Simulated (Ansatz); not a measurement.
A geometry relaxed with Ansatz (a first-principles code) with B3LYP-D3(BJ)/def2-TZVP, charge 1, multiplicity 1:

```xyz
8

H     -1.5609     1.4783     0.1430
O     -0.6399    -1.2176     0.1909
O     -0.6565     1.2558    -0.1068
H     -1.5416    -1.3865     0.4878
B     -0.2204     0.0063    -0.0878
H      1.6999     0.7680    -0.7619
H      1.7109    -0.8680    -0.5651
O      1.2085    -0.0363    -0.5213
```

**Question.** Write the SMILES of this molecule.

**Answer.** `OB(O)[OH2+]`
